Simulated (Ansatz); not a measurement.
Cl4FTa (`[F][Ta]([Cl])([Cl])([Cl])[Cl]`). The species carries charge 0 and has multiplicity 1. Ta: def2 effective core potential. The geometry is a stationary point of PBE0-D4/def2-TZVP.

```xyz
6

F    -1.584    0.129    1.050
Ta   -0.047    0.004    0.031
Cl   -1.402   -0.648   -1.735
Cl    0.754    1.765   -1.158
Cl    1.126    0.670    1.918
Cl    1.153   -1.919   -0.106
```

**Question.** What is the dipole moment at r2SCAN/def2-TZVPP? (Estimate.)

**Answer.** The calculation gave: 0.56 D, with components (0.46, -0.04, -0.31) D in this frame, pointing from negative to positive charge.

**Question.** And with PBE, B3LYP, ωB97M-V? (An estimate is asked.)

**Answer.** Ansatz gave: PBE 0.55 D, B3LYP 0.65 D, ωB97M-V 0.61 D.

**Question.** Give the Mulliken charges with r2SCAN, ωB97M-V, B3LYP in def2-TZVPP. (Best estimate.)

**Answer.** Ansatz gave: 
| atom | r2SCAN | ωB97M-V | B3LYP |
| --- | --- | --- | --- |
| F1 | -0.23 | -0.22 | -0.24 |
| Ta2 | 0.95 | 0.80 | 0.91 |
| Cl3 | -0.22 | -0.19 | -0.21 |
| Cl4 | -0.14 | -0.10 | -0.13 |
| Cl5 | -0.22 | -0.19 | -0.21 |
| Cl6 | -0.14 | -0.10 | -0.13 |

B3LYP here is the variant with VWN-RPA as its local correlation; programs differ in this.
